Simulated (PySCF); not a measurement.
**How methods differ on the ionisation energy of Co²⁺**

Co²⁺ [Ar] 3d7 (4F) → Co³⁺ [Ar] 3d6 (5D), as a difference of total energies. All numbers are calculated (PySCF 2.14, scalar relativity by spin-free X2C-1e, in x2c-TZVPPall with one added diffuse shell each of s, p, d, f type (7s6p5d3f1g, 80 functions)). Correlated levels: valence: [Ar] frozen. The calculations carry no spin-orbit coupling.

| method | ionisation energy (eV) |
| --- | --- |
| UHF | 31.189 |
| MP2 (valence) | 33.001 |
| SCS-MP2 (valence) | 33.086 |
| CCSD (valence) | 32.855 |
| CCSD(T) (valence) | 32.913 |

Problem. How much does correlation contribute at CCSD(T) (valence)?

Solution. 32.913 − (31.189) = 1.724 eV, measured against UHF.

The reference lies between the lowest fine-structure levels, while these numbers refer to the centres of the terms.

Errors of the correlated levels include the incompleteness of this basis and the frozen core.

For comparison: 33.5 ± 0.06 eV (semi-empirical (NIST evaluation); NIST Atomic Spectra Database, ionization energies).
